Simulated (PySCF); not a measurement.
# Hartree-Fock beside MP2: BFH2NSi anion

Calculated results; nothing here was measured. The program is PySCF 2.14.0, an open-source quantum chemistry code, run on an isolated molecule that a program drew, which may never have been made. The molecule is BFH2NSi anion (charge -1, singlet), drawn as the SMILES string `N=B[SiH-]F`.

The geometry was optimised and harmonic frequencies were computed with HF and MP2, all in the aug-cc-pV(D+d)Z basis, for the commonest isotopes, with a restricted reference for singlets and an unrestricted one otherwise, and a frozen core in MP2. Each result is a local minimum of its method.

Geometry at the HF minimum:
```xyz
6
BFH2NSi anion, angstrom
N    -1.8611    0.9528   -1.5051
B    -1.9109   -0.2926   -1.6092
Si   -1.9798   -2.3313   -2.0044
F    -3.3762   -2.7243   -1.1212
H    -1.8264    1.9236   -1.3651
H    -0.9318   -2.6809   -0.9396
```

Lengths of the bonds as drawn, in Å (atoms numbered as above):
| bond | HF | MP2 |
|---|---|---|
| N1-B2 | 1.251 | 1.282 |
| B2-Si3 | 2.078 | 2.063 |
| Si3-F4 | 1.698 | 1.741 |
| N1-H5 | 0.981 | 1.001 |
| Si3-H6 | 1.534 | 1.539 |

Rotational constants, in GHz:
```
constant,HF,MP2
A,16.48,16.06
B,2.912,2.859
C,2.528,2.481
```

Harmonic frequencies in cm^-1, each column in rising order, so a row needn't be the same motion in every method:
```
rank,HF,MP2
1,150,131
2,264,187
3,285,258
4,384,348
5,397,364
6,474,464
7,692,636
8,760,700
9,840,784
10,1912,1745
11,1984,?
12,4109,3854
```

**Estimate the missing MP2 frequency from the HF column.**

A single factor s that minimises the squared misfit of MP2 against s times HF over the other rows is sum(HF x MP2) / sum(HF^2) = 0.9321, with an rms misfit of 24 cm^-1. For rank 11 it gives 0.9321 x 1984 = 1849 cm^-1. The calculation gives 1955 cm^-1, 106 cm^-1 above the estimate. The drawn bonds are on average 1.3 % longer in MP2 than in HF.
